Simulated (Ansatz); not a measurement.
Geometry optimisation, UKS PBE0/def2-SVP (Ansatz 0.2.0).

Input file:

```yaml
crystal:
  periodic: [false, false, false]
  atoms:
    - { symbol: Si, position_ang: [-0.151248, 0.005263, -0.31414] }
    - { symbol: Cl, position_ang: [0.083015, -0.126506, 2.981981] }
    - { symbol: O, position_ang: [1.446503, -0.090604, -0.737185] }
    - { symbol: H, position_ang: [2.022842, -0.533224, -0.100022] }
    - { symbol: "N", position_ang: [-0.801782, 1.429987, -0.983938] }
    - { symbol: H, position_ang: [-1.80552, 1.549521, -1.080487] }
    - { symbol: H, position_ang: [-0.311014, 2.315357, -0.919273] }
    - { symbol: H, position_ang: [-1.020727, -1.148898, -0.691708] }
    - { symbol: Cl, position_ang: [0.26383, -0.223497, 5.051573] }
magnetization:
  spin_polarized: true
  initial_magnetization: 1
basis:
  gaussian: { orbitals: def2-SVP }
hamiltonian:
  xc: pbe0
relax:
  f_tol: 0.03
  max_steps: 50
output:
  orbitals: {}
```

Launched with:

```bash
$ ansatz run input.yaml --threads 4 --pin off --max-ram 5120MiB --backend cpu --events-out ev --progress --plain --runs-dir out
```

**Question.** Where does it end, and by what steps?

**Answer.** The run converged. After 23 steps the energy has fallen by 2.671 eV; Cl9 moved furthest, 2.20 Å. Joined: Si1–Cl2 (3.31 → 2.15 Å).

| step | energy less start (eV) | largest force component (eV/Å) | accepted |
| --- | --- | --- | --- |
| 0 | 0.0000 | 1.746 | yes |
| 1 | -0.3038 | 2.088 | yes |
| 2 | -0.7280 | 2.963 | yes |
| 3 | -1.3382 | 3.424 | yes |
| 4 | -2.0045 | 2.230 | yes |
| 5 | -2.2206 | 1.285 | yes |
| 6 | -2.2601 | 0.710 | yes |
| 7 | -2.2938 | 0.234 | yes |
| 8 | -2.3194 | 0.113 | yes |
| 9 | -2.3432 | 0.122 | yes |
| 10 | -2.3691 | 0.173 | yes |
| 11 | -2.3980 | 0.177 | yes |
| 12 | -2.4301 | 0.204 | yes |
| 13 | -2.4670 | 0.226 | yes |
| 14 | -2.5094 | 0.239 | yes |
| 15 | -2.5549 | 0.245 | yes |
| 16 | -2.6010 | 0.276 | yes |
| 17 | -2.6490 | 0.281 | yes |
| 18 | -2.6565 | 0.198 | yes |
| 19 | -2.6668 | 0.114 | yes |
| 20 | -2.6654 | 0.485 | no |
| 21 | -2.6704 | 0.082 | yes |
| 22 | -2.6707 | 0.079 | yes |
| 23 | -2.6713 | 0.023 | yes |

```xyz
9
Properties=species:S:1:pos:R:3
Si -0.247 0.123 0.167
Cl -0.729 0.729 2.171
O 1.381 -0.033 0.166
H 1.742 -0.367 1.004
N -0.703 1.294 -0.965
H -1.622 1.309 -1.387
H -0.192 2.159 -1.088
H -1.056 -1.099 -0.033
Cl 1.152 -0.936 3.171
```

Whether the end is a true minimum wasn't checked by a vibrational analysis.

Run time: 2 min on 4 threads of Arm Neoverse N1, on a shared host, peak memory 0.33 GiB.
